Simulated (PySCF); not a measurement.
## Bond length, frequency and bond energy of SrLi by level of theory

State: ²Σ⁺ (doublet), unpaired electrons σ ↑. Set-up: PySCF, scalar-relativistic core potentials, basis sets Sr def2-SVP with ECP28, Li def2-SVP. De refers to Sr + Li in their ground configurations, without counterpoise correction. The functionals are run spin-unrestricted. A positive dipole means Sr(−)Li(+). Levels whose curve was spin-contaminated or gave no clean fit are not listed.

| Level | Re (Å) | ωe (cm⁻¹) | De (eV) | μ (D) | CPU s a point (SCF and correlation, without the integrals) |
| --- | --- | --- | --- | --- | --- |
| ROHF-CCSD | 3.732 | 134 | 0.168 | n/a | n/a |
| ROHF-CCSD(T) | 3.711 | 140 | 0.188 | n/a | 1.2 |
| PBE | 3.625 | 175 | 0.367 | -0.37 | 0.29 |
| BP86 | 3.640 | 169 | 0.328 | -0.15 | 0.19 |
| r²SCAN | 3.664 | 174 | 0.411 | 0.39 | 0.44 |
| B3LYP | 3.659 | 163 | 0.243 | -0.23 | 0.33 |
| PBE0 | 3.641 | 174 | 0.343 | -0.05 | 0.43 |
| ωB97X | 3.653 | 175 | 0.157 | 1.62 | 0.72 |
| B2PLYP | 3.717 | 147 | 0.180 | -0.19 | 0.25 |

Problem. Which functional lies closest to ROHF-CCSD(T) in De, which farthest, and by how much do they differ from it?

Solution. Closest is B2PLYP (+0.6 pm in Re, +5.0 % in ωe, -0.01 eV in De against ROHF-CCSD(T) in the same basis), farthest r²SCAN (-4.7 pm in Re, +24.3 % in ωe, +0.22 eV in De). CCSD(T) converges more slowly with the basis than the functionals do and binds too weakly in this one, so the order can change at the basis-set limit.

Problem. What does a quarter of exact exchange do here, going from PBE to PBE0?

Solution. PBE0 less PBE: +1.6 pm in Re, -0.6 % in ωe, -0.02 eV in De. Exact exchange removes part of the self-interaction that spreads semilocal densities, and in most molecules shortens and stiffens the bond and lowers De; here Re goes the other way.

Problem. What does the triples do here, going from ROHF-CCSD to ROHF-CCSD(T)?

Solution. ROHF-CCSD(T) less ROHF-CCSD: -2.1 pm in Re, +4.5 % in ωe, +0.02 eV in De. Correlation nearly always deepens the well. The bond shortens, as in weak, metallic or heavy-atom bonds, where dispersion and the correlation of outer-core electrons pull the atoms together.

Correlated steps freeze no core orbitals. The bond is weak. Basis-set superposition, not corrected here, can be much of De in a small basis, most of all at correlated wavefunction levels. Functionals without a dispersion term scatter widely for such bonds, and LDA overbinds them. Spin–orbit coupling is left out. B2PLYP dipoles, levels and charges come from its SCF part alone. The state is the lowest determinant that a PBE0 search found; another state may lie lower at other levels.

The whole job (state search and all levels along the bond) took about 1.1 min on 1 thread of Arm Neoverse V2 (shared host), peak memory 0.41 GiB.
